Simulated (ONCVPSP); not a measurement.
**How hard is this Cu (Z = 29) ONCV potential?**

```
Element                 : Cu (Z = 29)
Generator               : ONCVPSP 4.0.1
Type                    : optimised norm-conserving Vanderbilt (ONCV)
Functional              : PBE
Relativity              : scalar-relativistic
Frozen core             : [Ne]
Valence charge          : 19
Reference configuration : 3s2 3p6 3d10 4s0.75 (charge +0.25)
Partial waves           : 3s+4s: rc 1.15 bohr, ncon 5, nbas 9, qcut 10.6 1/bohr, 2 projectors; 3p: rc 0.80 bohr, ncon 4, nbas 8, qcut 9.7 1/bohr, 2 projectors, debl 3.3 Ha; 3d: rc 1.10 bohr, ncon 4, nbas 8, qcut 14.3 1/bohr, 2 projectors, debl 0.7 Ha
Local potential         : polynomial inside 0.60 bohr (lpopt 5, dvloc0 6 Ha)
Core correction         : none
```

For each optimised wave give the share of its norm inside rc, the residual kinetic energy above qcut (Ha) and the cutoffs (Ha) for errors of 10, 1, 0.1 and 0.01 mHa per electron.

| wave | norm inside rc | residual KE | 10 mHa | 1 mHa | 0.1 mHa | 0.01 mHa |
| --- | --- | --- | --- | --- | --- | --- |
| 3s | 0.933 | 5.4e-05 | 35.1 | 45.4 | 53.3 | 154.7 |
| 4s | 0.030 | 1.2e-05 | 12.3 | 36.9 | 47.8 | 57.6 |
| 3p | 0.627 | 4.9e-04 | 33.7 | 42.6 | 231.4 | 322.4 |
| p projector 2 | 0.051 | 8.6e-05 | 27.5 | 37.0 | 46.7 | 131.3 |
| 3d | 0.658 | 9.0e-06 | 67.9 | 80.7 | 90.3 | 102.4 |
| d projector 2 | 0.064 | 6.8e-07 | 55.4 | 71.5 | 83.9 | 93.2 |

The occupied waves need 81 Ha and 231 Ha for 1 and 0.1 mHa.
